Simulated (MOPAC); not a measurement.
MOPAC input (PM7):

```
PM7 FORCE THERMO(298,298) PRECISE LET UHF MS=0.5 GEO-OK AUX(PRECISION=9) THREADS=1
C2H7Si

C    -1.53893182 1    0.45865688 1    0.55925852 1
C    -0.68321240 1    0.15334768 1   -0.58283448 1
Si    1.03194528 1   -0.28358195 1    0.02130344 1
H    -2.13408798 1   -0.29096555 1    1.03783827 1
H    -1.65207347 1    1.45531805 1    0.93215770 1
H    -0.62249088 1    1.02035548 1   -1.29132771 1
H    -1.09625402 1   -0.69584012 1   -1.18750658 1
H     0.98365736 1   -1.45158173 1    0.88651008 1
H     1.61439350 1    0.83325788 1    0.74830401 1
H     1.87094783 1   -0.58475323 1   -1.12866997 1
```

Output:

```
 *******************************************************************************
 **                                                                           **
 **                              MOPAC v23.2.5                                **
 **                                                                           **
 *******************************************************************************
 ** MOPAC's Digital Object Identifier: https://doi.org/10.5281/zenodo.6511958 **
 **                                                                           **
 ** Please cite the open-source release paper for use of this MOPAC version:  **
 ** J. E. Moussa and J. J. P. Stewart (2026)                                  **
 ** MOPAC: An open-source semiempirical molecular orbital program             **
 ** J. Open Source Softw., 11(119), 8025, https://doi.org/10.21105/joss.08025 **
 *******************************************************************************

                              PM7 CALCULATION RESULTS

 *******************************************************************************
 *  PM7        - The PM7 Hamiltonian to be used
 *  GEO-OK     - OVERRIDE INTERATOMIC DISTANCE AND OTHER SAFETY CHECKS
 *  UHF        - UNRESTRICTED HARTREE-FOCK CALCULATION
 *  MS=        - IN MECI, MAGNETIC COMPONENT OF SPIN =  0.5
 *  LET        - OVERRIDE SOME SAFETY CHECKS
 *  PRECISE    - TIGHTER CRITERIA TO BE USED
 *  FORCE      - FORCE CALCULATION SPECIFIED
 *  AUX        - OUTPUT AUXILIARY INFORMATION
 *  THERMO     - THERMODYNAMIC QUANTITIES TO BE CALCULATED
 *******************************************************************************
PM7 FORCE THERMO(298,298) PRECISE LET UHF MS=0.5 GEO-OK AUX(PRECISION=9) THREADS=1
 C2H7Si

   ATOM   CHEMICAL          X               Y               Z
  NUMBER   SYMBOL      (ANGSTROMS)     (ANGSTROMS)     (ANGSTROMS)

     1       C         -1.53893182  *   0.45865688  *   0.55925852  *
     2       C         -0.68321240  *   0.15334768  *  -0.58283448  *
     3      Si          1.03194528  *  -0.28358195  *   0.02130344  *
     4       H         -2.13408798  *  -0.29096555  *   1.03783827  *
     5       H         -1.65207347  *   1.45531805  *   0.93215770  *
     6       H         -0.62249088  *   1.02035548  *  -1.29132771  *
     7       H         -1.09625402  *  -0.69584012  *  -1.18750658  *
     8       H          0.98365736  *  -1.45158173  *   0.88651008  *
     9       H          1.61439350  *   0.83325788  *   0.74830401  *
    10       H          1.87094783  *  -0.58475323  *  -1.12866997  *

          CARTESIAN COORDINATES

    NO.       ATOM           X           Y           Z

     1         C         -1.5389      0.4587      0.5593
     2         C         -0.6832      0.1533     -0.5828
     3        Si          1.0319     -0.2836      0.0213
     4         H         -2.1341     -0.2910      1.0378
     5         H         -1.6521      1.4553      0.9322
     6         H         -0.6225      1.0204     -1.2913
     7         H         -1.0963     -0.6958     -1.1875
     8         H          0.9837     -1.4516      0.8865
     9         H          1.6144      0.8333      0.7483
    10         H          1.8709     -0.5848     -1.1287

 General Reference for PM7:
 "Optimization of Parameters for Semiempirical Methods VI: More Modifications to the
[...]

 VIBRATION         20   12A'          ATOM PAIR      ENERGY CONTRIBUTION    RADIAL
 FREQUENCY          2315.43         Si 3 -- H  9         +35.5% ( 58.9%)     98.2%
 TRANSITION DIPOLE   0.0446         Si 3 -- H  8         +35.5% ( 58.9%)     98.2%
 TRAVEL (Ang.)       0.2950         Si 3 -- H 10         +28.9% ( 53.1%)     97.5%
 REDUCED MASS        0.3347
 EFFECTIVE MASS      1.1091
 FORCE CONSTANT      1.0572

 VIBRATION         21    9A"          ATOM PAIR      ENERGY CONTRIBUTION    RADIAL
 FREQUENCY          2626.01         C  2 -- H  7         +48.0% ( 71.6%)     98.0%
 TRANSITION DIPOLE   0.5872         C  2 -- H  6         +48.0% ( 71.6%)     98.0%
 TRAVEL (Ang.)       0.2322         C  1 -- H  4          +1.2% ( 11.1%)     99.0%
 REDUCED MASS        0.4763         C  1 -- H  5          +1.2% ( 11.1%)     99.0%
 EFFECTIVE MASS      1.4259
 FORCE CONSTANT      1.9353

 VIBRATION         22   13A'          ATOM PAIR      ENERGY CONTRIBUTION    RADIAL
 FREQUENCY          2699.78         C  2 -- H  7         +49.1% ( 69.0%)     96.6%
 TRANSITION DIPOLE   0.6249         C  2 -- H  6         +49.1% ( 69.0%)     96.6%
 TRAVEL (Ang.)       0.2294         C  2 -- Si 3          +0.5% (  6.8%)     21.5%
 REDUCED MASS        0.4745         C  1 -- C  2          +0.4% (  6.6%)     36.1%
 EFFECTIVE MASS      1.2239
 FORCE CONSTANT      2.0377

 VIBRATION         23   10A"          ATOM PAIR      ENERGY CONTRIBUTION    RADIAL
 FREQUENCY          2728.85         C  1 -- H  4         +48.0% ( 71.7%)     98.4%
 TRANSITION DIPOLE   0.6753         C  1 -- H  5         +48.0% ( 71.7%)     98.4%
 TRAVEL (Ang.)       0.2233         C  1 -- Si 3          +1.0% ( 10.6%)      0.0%
 REDUCED MASS        0.4953         C  1 -- C  2          +1.0% ( 10.4%)      0.0%
 EFFECTIVE MASS      1.5346
 FORCE CONSTANT      2.1733

 VIBRATION         24   14A'          ATOM PAIR      ENERGY CONTRIBUTION    RADIAL
 FREQUENCY          2783.81         C  1 -- H  5         +49.0% ( 68.9%)     96.1%
 TRANSITION DIPOLE   0.4398         C  1 -- H  4         +49.0% ( 68.9%)     96.1%
 TRAVEL (Ang.)       0.2256         C  1 -- Si 3          +0.6% (  7.6%)     61.8%
 REDUCED MASS        0.4757         C  1 -- C  2          +0.5% (  7.1%)     98.7%
 EFFECTIVE MASS      1.2291
 FORCE CONSTANT      2.1721

      SYMMETRY NUMBER FOR POINT-GROUP Cs  =  1

          SYSTEM IS A GROUND STATE

 C2H7Si

          MOLECULE IS NOT LINEAR

          THERE ARE 24 GENUINE VIBRATIONS IN THIS SYSTEM
          THIS THERMODYNAMICS CALCULATION IS LIMITED TO
          MOLECULES WHICH HAVE NO INTERNAL ROTATIONS

                    CALCULATED THERMODYNAMIC PROPERTIES
                                          *
   TEMP. (K)   PARTITION FUNCTION   H.O.F.    ENTHALPY  HEAT CAPACITY ENTROPY
                                   KCAL/MOL   CAL/MOLE    CAL/K/MOL  CAL/K/MOL

 298.00  VIB.     0.6034D+01                  1606.9020    12.5616     8.9640
         ROT.     0.3391D+05                   888.2803     2.9808    23.7100
         INT.     0.2046D+06                  2495.1823    15.5424    32.6740
         TRA.     0.4399D+27                  1480.4672     4.9680    38.1512
         TOT.                       20.684    3975.6495    20.5104    70.8252

   *: NOTE: HEATS OF FORMATION ARE RELATIVE TO THE
            ELEMENTS IN THEIR STANDARD STATE AT 298K
              (=  Standard Enthalpy of Formation).

            Hvib:  Zero-point energy is not included.
                   frequencies of less than zero cm-1 are not included.
            Hrot = (3/2)RT
            Htra = (3/2)RT + pV = (5/2)RT

            Heat capacity is Cp, not Cv

          For more information, see: HTTP://OpenMOPAC.net/Manual/thermochemistry.html

           FORCE CONSTANT IN CARTESIAN COORDINATES (Millidynes/A)

    ATOM   CHEMICAL       X               Y               Z
   NUMBER   SYMBOL  FORCE CONSTANT  FORCE CONSTANT  FORCE CONSTANT

      1       C        8.483255        1.473517        6.523629
      2       C        7.742839        4.599793        5.883535
      3      Si        4.750037        4.402631        4.919364
      4       H        1.837598        0.186524        3.151770
      5       H        1.837629        0.186522        3.151741
      6       H        1.241820        1.382333        2.654194
      7       H        1.241840        1.382365        2.654142
      8       H        0.552953        0.935830        2.135505
      9       H        0.552967        0.935857        2.135463
     10       H        3.068132        0.296614        0.260503

 **********************
 *                    *
 * JOB ENDED NORMALLY *
 *                    *
 **********************

 == MOPAC DONE ==
```
